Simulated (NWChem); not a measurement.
System: SiNH4Br; SMILES [SiH2](Br)N

```xyz
7

Si     0.5603     1.0849     0.0000
N     -0.6986     2.2554     0.0000
Br    -0.0897    -1.0936     0.0000
H      1.3519     1.2618    -1.2364
H      1.3519     1.2618     1.2364
H     -1.2595     2.3881     0.8341
H     -1.2595     2.3881    -0.8341
```
Atoms are numbered in this order, from 1.

Program: NWChem. Structure relaxed at the B3LYP/6-31G* (spherical d) level. Ions are spin-unrestricted doublets at the neutral geometry; other ion states weren't tried.

Problem. What does the run give for B3LYP/def2-SVP? Quantities: −ε(HOMO) (eV).

Solution. 
```yaml
"−ε(HOMO) (eV)": 7.42
```
